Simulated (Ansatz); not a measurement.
One change: `CC[BH][AlH2]` becomes `CC[BH][SnH3]`.

Ansatz, PBE0-D4/def2-TZVP geometries, multiplicity 1. Each molecule was computed in one conformer, which needn't be the lowest.

Elements past krypton have def2 core potentials.

```json
{"property": "LUMO energy (PBE/def2-TZVPP) / eV", "`CC[BH][AlH2]`": "-2.72"}
{"property": "HOMO energy (PBE0/def2-TZVPP) / eV", "`CC[BH][AlH2]`": "-7.01"}
{"property": "HOMO–LUMO gap (ωB97M-V/def2-TZVPP) / eV", "`CC[BH][AlH2]`": "9.28"}
{"property": "HOMO energy (B3LYP/def2-TZVPP) / eV", "`CC[BH][AlH2]`": "-6.83"}
{"property": "HOMO energy (PBE/def2-TZVPP) / eV", "`CC[BH][AlH2]`": "-5.87"}
{"property": "LUMO energy (ωB97M-V/def2-TZVPP) / eV", "`CC[BH][AlH2]`": "0.15"}
```

Problem. Give the same properties after the change, and the shifts. (An estimate is asked.)

Solution. The calculation gave: 
| property | `CC[BH][SnH3]` | shift |
| --- | --- | --- |
| LUMO energy (PBE/def2-TZVPP) / eV | -2.83 | -0.11 |
| HOMO energy (PBE0/def2-TZVPP) / eV | -7.50 | -0.49 |
| HOMO–LUMO gap (ωB97M-V/def2-TZVPP) / eV | 9.66 | 0.38 |
| HOMO energy (B3LYP/def2-TZVPP) / eV | -7.33 | -0.50 |
| HOMO energy (PBE/def2-TZVPP) / eV | -6.39 | -0.52 |
| LUMO energy (ωB97M-V/def2-TZVPP) / eV | 0.06 | -0.09 |

With PBE0 the HOMO falls by 0.49 eV and the LUMO falls by 0.11 eV, so the gap widens by about 0.38 eV. PBE moves the HOMO by -0.52 eV and ωB97M-V by -0.48 eV.

B3LYP here is the variant with VWN-RPA as its local correlation; programs differ in this.
